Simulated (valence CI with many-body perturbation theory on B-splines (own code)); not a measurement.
## Sb11+ in brief

Calculated by configuration interaction combined with many-body perturbation theory (CI+MBPT): four valence electrons over a frozen Dirac-Fock core [Kr], a basis of 7 s, 7 p, 8 d, 6 f, 4 g, 1 h functions for each j, with the one-electron correlation potential Σ1, the two-electron term Σ2, the three-electron term Σ3, Breit, model QED; selected CI, second order for the rest, scaled by the run's own slope (own B-spline code, finite nucleus).

No measured spectrum was set against this ion. As an estimate, terms of the open shell hold to 2 to 4 % of their energy, and close levels can change places. Only levels of the ground parity were solved; by the run's estimate the other parity begins above the list, which can be wrong where configurations are misplaced.

Names give the largest LS component (configuration and term), which can be under half, so a name can repeat, a term be missing and a line seem to break the LS rules; names also repeat where a configuration has a term twice.

Rates and lifetimes use the calculated energies. Strong lines usually hold to 10 to 20 %, long lifetimes can be off by a factor of two.

What is the ground level?

4d⁴ ⁵D_0, composition 80 % 4d⁴ ⁵D + 18 % 4d⁴ ³P.

How well does LS coupling describe the low levels?

Among the lowest 20 levels the leading LS term, summed over configurations, holds 72 % on average. For single configurations the figures are 71 % in LS and 64 % in jj coupling. Terms mix most in the J = 4 level at 47437 cm⁻¹, where the leading one holds 33 %.

What is the ionisation energy?

239.68 eV; NIST lists 238 ± 2.5 eV (theoretical).

How is the term ⁵D of the ground level split?

J = 0 at 0.0, J = 1 at 3884, J = 2 at 8142, J = 3 at 12125, J = 4 at 15678 cm⁻¹.
